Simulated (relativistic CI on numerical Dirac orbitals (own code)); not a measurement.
# Re⁴⁺: 5p photoemission

Computed with this model: Dirac-Coulomb-Breit CI, separate exchange-only KLI orbitals for each configuration, model QED, multiplet model of photoemission in the sudden approximation, unscaled Slater integrals; configurations [Xe] 4f14 5d3 → [Kr] 4d10 4f14 5s2 5p5 5d3; 80 K; Lorentzian 2.1 eV and Gaussian 0.6 eV FWHM. Energies are those of the free ion, without screening or charge transfer. The energies are binding energies and can lie tens of eV above those of solids. S is read from ⟨S²⟩ = S(S + 1).

Field parameters in Wybourne normalisation: D4h B²₀ = −7Ds, B⁴₀ = 21(Dq − Dt), B⁴₄ = 21√(5/14) Dq. The field is a parameter set, without covalency.

free ion: ground-state S = 1.43, centroid 99.43 eV. Peaks (eV, height): 92.6 (100), 99.6 (31), 111.6 (30), 116.8 (25).

D4h, 10Dq = 42300, Ds = -1500, Dt = 260 cm⁻¹: ground-state S = 1.48, centroid 99.60 eV. Peaks (eV, height): 92.6 (100), 103.6 (25), 108.0 (27), 110.6 (22), 117.8 (12).

Strongest unbroadened transitions for D4h, 10Dq = 42300, Ds = -1500, Dt = 260 cm⁻¹:

```csv
Energy (eV),Relative strength
92.46,12.8
92.47,13.4
92.48,100.0
92.49,59.3
92.50,28.0
92.51,7.2
92.52,28.2
93.75,17.9
93.88,20.6
94.03,8.4
94.04,51.5
94.12,21.3
94.62,10.5
94.70,18.8
97.56,7.2
97.87,9.0
103.40,9.7
111.17,10.1
```
